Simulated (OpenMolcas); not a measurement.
Co5+: effect of the IPEA shift

* Program: OpenMolcas 26.06
* Basis: ANO-RCC-VTZP [6s5p3d2f1g]
* Scalar Hamiltonian: DKH2, point nucleus
* Active space: 4 electrons in 10 orbitals (3d 4d)
* State averaging: 2S+1 = 5 even, 5 roots; 2S+1 = 3 even, 45 roots; 2S+1 = 1 even, 44 roots
* Spin-orbit coupling: RASSI with atomic mean-field integrals over the reference wave functions, term energies averaged over their components

Methods on the same reference wave functions:
A. CASSCF
B. MS-CASPT2, IPEA 0 Eh, imaginary shift 0.1 Eh (closed shells correlated: 3s 3p)
C. MS-CASPT2, IPEA 0.25 Eh, imaginary shift 0.1 Eh (closed shells correlated: 3s 3p)

Energies in cm-1 above 3d4 5D0, the measured ground level; measured values from Sugar and Corliss, J. Phys. Chem. Ref. Data 10, 1097 (1981).

```
     Level      A      B      C  Measured
   3d4 5D0    0.0    0.0    0.0       0.0
   3d4 5D1    218    222    222       204
   3d4 5D2    639    647    646       589
   3d4 5D3   1238   1247   1246      1125
   3d4 5D4   1989   1996   1996      1782
   3d4 3H4  30361  29480  29710     28377
   3d4 3H5  30843  29990  30220     28806
   3d4 3H6  31364  30540  30770     29234
3d4 3P0(1)  32108  28210  28570     27166
3d4 3P1(1)  33389  29530  29900     28462
3d4 3F2(1)  35066  31730  32120     30555
3d4 3F3(1)  35142  31830  32220     30635
3d4 3F4(1)  35377  32060  32460     30817
3d4 3P2(1)  35577  31700  32070     30506
   3d4 3G3  38357  35360  35690     34026
   3d4 3G4  38901  35910  36250     34475
   3d4 3G5  39299  36370  36690     34855
   3d4 1I6  46091  45060  45240     42800
3d4 1G4(1)  48676  44410  44690     41926
   3d4 3D3  49524  43360  43830     41676
   3d4 3D2  49683  43550  44010     41856
   3d4 3D1  49885  43730  44190     42098
   3d4 1S0  56439  47700  48230     45372
   3d4 1D2  60123  55740  55950     52740
```

Deviations, from unrounded energies. A percentage is the sum of absolute deviations over the sum of measured energies, with the sign that they share, or ± where signs differ.

| Against measurement | Levels | A | B | C |
| --- | --- | --- | --- | --- |
| mean absolute deviation (cm-1) | 23 | 4400 | 1300 | 1600 |
| fine structure of the ground term (%) | 4 | +10.4 | +11.2 | +11.1 |
| other terms of the ground configuration (%) | 19 | +14.8 | +4.4 | +5.4 |

B lies closest to measurement on these levels and A furthest from it. The largest miss of B in the table is 3d4 1D2, by +3000 cm-1. The ranking rests on the paired levels alone, and a cruder setting can come out closer through cancelling errors.

Between B and C the level of the table that moves most is 3d4 1S0, by 530 cm-1 (lowest in B, highest in C). Moves below CASPT2's spread within the term are not significant.

The mean deviations of B to C differ by less than CASPT2's widest spread within a term (780 cm-1), so their order carries little weight.

From A to B the spin-free energies of the other terms of 3d4 shown, above 5D, scale by factors of 0.84 to 0.98.

The lowest spin-free term lies below A's lowest term by 0.299 hartree in B, 0.294 hartree in C.

CASPT2 breaks the degeneracy within a term, and the mean is taken; among the terms shown or strongly mixed into the levels shown the widest spread is 780 cm-1 (3d4 1I, C). Active for correlation alone: 4d; no level in the range computed is led by a configuration that fills it, so any true level of that kind is missing. Without dynamic correlation excited terms often stand tens of per cent too high (terms of higher spin than the ground term too low), and those without a measured partner can miss by more than the paired ones (holds for A). Some levels mix across a computed gap that differs much from the measured one, so their mixing is not that of the real levels (holds for B). Computed and measured levels are paired by configuration, term and J; levels that our copy of the source lacks, or whose pairing is in doubt (as where it misses far off the trend of its configuration), stay unpaired and out of the deviations. Only configurations of the active space appear. The table leaves out levels that lie high or whose names do not pair safely across all columns.

A number in round brackets counts repeated terms of one configuration in the order of the reference energies.
